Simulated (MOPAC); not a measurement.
Input file for MOPAC: PM7 on AsH3 (SMILES [AsH3]).

```
PM7 1SCF PRECISE CHARGE=0 THREADS=1
AsH3

As    -0.45145713 1    -0.24146295 1     3.88995495 1
H     -1.81518505 1     0.43602312 1     3.92783663 1
H      0.28216268 1     1.09215255 1     3.94842024 1
H     -0.41633780 1    -0.40184351 1     5.40819099 1
```

Program output:

```
*******************************************************************************
 **                                                                           **
 **                              MOPAC v23.2.5                                **
 **                                                                           **
 *******************************************************************************
 ** MOPAC's Digital Object Identifier: https://doi.org/10.5281/zenodo.6511958 **
 **                                                                           **
 ** Please cite the open-source release paper for use of this MOPAC version:  **
 ** J. E. Moussa and J. J. P. Stewart (2026)                                  **
 ** MOPAC: An open-source semiempirical molecular orbital program             **
 ** J. Open Source Softw., 11(119), 8025, https://doi.org/10.21105/joss.08025 **
 *******************************************************************************

                              PM7 CALCULATION RESULTS

 *******************************************************************************
 *  PM7        - The PM7 Hamiltonian to be used
 *
 *
 *
 *                 CHARGE ON SYSTEM = 0
 *
 *
 *
 *  PRECISE    - TIGHTER CRITERIA TO BE USED
 *  1SCF       - DO 1 SCF AND THEN STOP
 *  THREADS=1  - MULTI-THREADING NOT USED
 *  T=         - A TIME OF 172800.0 SECONDS REQUESTED
 *  DUMP=N     - RESTART FILE WRITTEN EVERY 7200.0 SECONDS REQUESTED
 *******************************************************************************
PM7 1SCF PRECISE CHARGE=0 THREADS=1
 AsH3

   ATOM   CHEMICAL          X               Y               Z
  NUMBER   SYMBOL      (ANGSTROMS)     (ANGSTROMS)     (ANGSTROMS)

     1      As         -0.45145713  *  -0.24146295  *   3.88995495  *
     2       H         -1.81518505  *   0.43602312  *   3.92783663  *
     3       H          0.28216268  *   1.09215255  *   3.94842024  *
     4       H         -0.41633780  *  -0.40184351  *   5.40819099  *



          CARTESIAN COORDINATES

    NO.       ATOM           X           Y           Z

     1        As         -0.4515     -0.2415      3.8900
     2         H         -1.8152      0.4360      3.9278
     3         H          0.2822      1.0922      3.9484
     4         H         -0.4163     -0.4018      5.4082

 General Reference for PM7:
 "Optimization of Parameters for Semiempirical Methods VI: More Modifications to the
 NDDO Approximations and Re-optimization of Parameters", J. J. P. Stewart, J. Mol. Mod., 1:32, 19 (2013)
 https://link.springer.com/article/10.1007/s00894-012-1667-x

           Empirical Formula: H3 As  =     4 atoms



      MOLECULAR POINT GROUP   :   C3v


      RHF CALCULATION, NO. OF DOUBLY OCCUPIED LEVELS = 4


 -------------------------------------------------------------------------------
 PM7 1SCF PRECISE CHARGE=0 THREADS=1
 AsH3



     1SCF WAS SPECIFIED, SO BFGS WAS NOT USED
     SCF FIELD WAS ACHIEVED


                              PM7 CALCULATION
                                                       MOPAC v23.2.5 Linux




          FINAL HEAT OF FORMATION =         -4.21765 KCAL/MOL =     -17.64665 KJ/MOL


          COSMO AREA              =         67.44 SQUARE ANGSTROMS
          COSMO VOLUME            =         49.59 CUBIC ANGSTROMS

          IONIZATION POTENTIAL    =          9.726558 EV
          HOMO LUMO ENERGIES (EV) =         -9.727 -1.345
          NO. OF FILLED LEVELS    =          4
          MOLECULAR WEIGHT        =         77.9453         POINT GROUP:  C3v

          MOLECULAR DIMENSIONS (Angstroms)

            Atom       Atom       Distance
            H     4    H     3     2.20247
            H     2    H     3     1.90454
            H     3   As     1     0.84235


          SCF CALCULATIONS        =          1





   ATOM   CHEMICAL          X               Y               Z
  NUMBER   SYMBOL      (ANGSTROMS)     (ANGSTROMS)     (ANGSTROMS)

     1      As         -0.45145713  *  -0.24146295  *   3.88995495  *
     2       H         -1.81518505  *   0.43602312  *   3.92783663  *
     3       H          0.28216268  *   1.09215255  *   3.94842024  *
     4       H         -0.41633780  *  -0.40184351  *   5.40819099  *

                             CARTESIAN COORDINATES

   1   As       -0.451457130    -0.241462950     3.889954950
   2    H       -1.815185050     0.436023120     3.927836630
   3    H        0.282162680     1.092152550     3.948420240
   4    H       -0.416337800    -0.401843510     5.408190990


           Empirical Formula: H3 As  =     4 atoms



      MOLECULAR POINT GROUP   :   C3v


                  EIGENVALUES
 -18.50805 -13.42184 -13.41846  -9.72656  -1.34469  -1.34333  -1.11593  -1.11565
  -1.05022   3.80769   3.81396   4.20221


              NET ATOMIC CHARGES AND DIPOLE CONTRIBUTIONS

  ATOM NO.   TYPE          CHARGE      No. of ELECS.   s-Pop       p-Pop       d-Pop
    1         As          -0.217426        5.2174     1.66523     3.29738     0.25481
    2          H           0.072302        0.9277     0.92770
    3          H           0.072298        0.9277     0.92770
    4          H           0.072826        0.9272     0.92717
 DIPOLE           X         Y         Z       TOTAL
 POINT-CHG.    -0.207     0.642     0.565     0.880
 HYBRID        -0.055     0.173     0.150     0.235
 SUM           -0.262     0.815     0.714     1.115


          ATOMIC ORBITAL ELECTRON POPULATIONS

     Atom    s        px        py        pz      x^2-y^2     xz        z^2       yz        xy
    1 As   1.66523   0.99217   1.17757   1.12764   0.04154   0.00035   0.12400   0.00291   0.08601
    2  H   0.92770
    3  H   0.92770
    4  H   0.92717

 **********************
 *                    *
 * JOB ENDED NORMALLY *
 *                    *
 **********************




 == MOPAC DONE ==
```

The run finished.

Cost: around 0.020 core-seconds (rough).
